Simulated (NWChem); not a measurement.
[SiH3][O][Zn][Br] (ZnSiH3OBr), optimised at PBE0/def2-SVP with NWChem:

```
Item                         Value
---------------------------  -----
highest occupied level (eV)  -8.22
orbital gap (eV)              6.74
dipole (D)                    0.18
```

All stand in one matching conformer (torsions within 35°), which need not be the lowest. For one or both, no frequency run checked for a minimum.

### Question
One Si atom is replaced by C, giving [O]([Zn][Br])C (CH₃BrOZn), optimised at the same level. How do these values move?

### Answer
| quantity | new value | change |
|---|---|---|
| highest occupied level (eV) | -7.37 | +0.85 |
| orbital gap (eV) | 6.18 | -0.56 |
| dipole (D) | 1.38 | +1.20 |
